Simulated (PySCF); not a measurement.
Computed properties of CuI, SMILES [I][Cu], multiplicity 1

CuI, SMILES [Cu][I], multiplicity 1. Geometry optimised at PBE0-D3(BJ)/def2-TZVP. The spin state was assumed, not searched. The def2 effective core potentials stand for the cores of I; spin–orbit coupling is left out. The values are those of a single conformer. All values are computed for the isolated molecule unless a solvent is named; none is compared with measurement here.

**Structure.** The optimised structure has C∞v symmetry. All 1 harmonic modes at PBE0-D3(BJ)/def2-TZVP (PySCF) are real, so it is a minimum.

**Vibrations.** The strongest infrared lines (harmonic, unscaled, degenerate partners summed) lie at 254 cm⁻¹ (7 km/mol, Cu 67 %, I 33 %). The softest mode is at 254 cm⁻¹ and the zero-point energy is 0.4 kcal/mol.

**Electronic structure.** r2SCAN/def2-TZVPD (PySCF) places the frontier levels at -5.90 and -3.55 eV, a gap of 2.35 eV, and gives a dipole moment of 4.28 D and a mean polarisability of 64.4 bohr³.

**Excitations.** TDA-PBE0/def2-TZVPD (PySCF) has S1 at 2.63 eV (471 nm, f = 0.021, weak); the most intense of the 10 singlets computed lies at 3.23 eV (f = 0.04). Strengths of degenerate partners are summed. T1 (TDA) is at 2.31 eV, 0.32 eV under S1.
